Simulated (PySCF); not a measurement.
2-ethoxyacetamide, C₄H₉NO₂.
Numbering: `[CH3:1][CH2:2][O:3][CH2:4][C:5]([NH2:6])=[O:7]` (hydrogens: H8, H9, H10 on C1; H11, H12 on C2; H13, H14 on C4; H15, H16 on N6)

The closed-shell SCF was solved with PySCF and density fitting under several settings on one GFN2-xTB geometry (grid level 2 and gas phase unless stated).

```csv
settings,basis functions,SCF cycles,E (Eh),HOMO (eV),LUMO (eV),dipole (D)
PBE0/pcSseg-1,164,14,-362.6040,-7.27,1.02,3.90
B3LYP/def2-SVPD,218,14,-362.8180,-7.16,0.23,4.04
"PBE0/6-311+G(2d,p)",243,14,-362.7546,-7.38,0.17,4.02
"PBE0/def2-SVPD, IEF-PCM methanol",218,14,-362.4192,-7.67,0.53,5.01
"revPBE/pcSseg-1, start guess sap, damping 0.3 at the start, DIIS from the seventh cycle",164,24,-362.9072,-5.53,0.02,3.70
LC-wPBE/Sadlej pVTZ,249,15,-362.9245,-10.14,0.81,4.04
```

Estimate the rows for these settings: (1) KT2/def2-SVP, IEF-PCM water, fitting basis def2-qzvpp-jkfit; (2) B3LYP/6-31G-J.

```
                                                   settings  basis functions  SCF cycles     E (Eh)  HOMO (eV)  LUMO (eV)  dipole (D)
KT2/def2-SVP, IEF-PCM water, fitting basis def2-qzvpp-jkfit              143          11  -368.5391      -5.86       0.09        4.40
                                              B3LYP/6-31G-J              120          14  -363.0083      -6.73       0.93        3.95
```

Over all rows, what range does the HOMO–LUMO gap span?

From 5.55 eV (revPBE/pcSseg-1, start guess sap, damping 0.3 at the start, DIIS from the seventh cycle) to 10.95 eV (LC-wPBE/Sadlej pVTZ). The functional of the narrowest has no exact exchange, that of the widest range-separated exact exchange.

And the dipole moment?

From 3.70 D (revPBE/pcSseg-1, start guess sap, damping 0.3 at the start, DIIS from the seventh cycle) to 5.01 D (PBE0/def2-SVPD, IEF-PCM methanol); the largest is 1.35 times the smallest, and the median is 4.03 D.

Compare two rows with the functional PBE0: PBE0/pcSseg-1 and PBE0/6-311+G(2d,p). Which energy is lower, and by how much?

PBE0/6-311+G(2d,p) (243 functions) lies 0.1506 Eh or 95 kcal/mol below PBE0/pcSseg-1 (164 functions).

Cycle counts include a coarse-grid stage where the run had one. All basis functions are spherical, in the Pople sets too. KT2 was designed for NMR shieldings or shifts; total energies of different functionals aren't comparable. One conformer (not necessarily the lowest) at the GFN2-xTB geometry, without vibrations or thermal averaging.

The values belong to the conformer `[CH3:1][CH2:2][O:3][CH2:4][C:5]([NH2:6])=[O:7]`: C1–C2–O3–C4 180°, C2–O3–C4–C5 180°, O3–C4–C5–N6 0°, H–N6–C5–C4 0°, H–N6–C5–C4 180°.
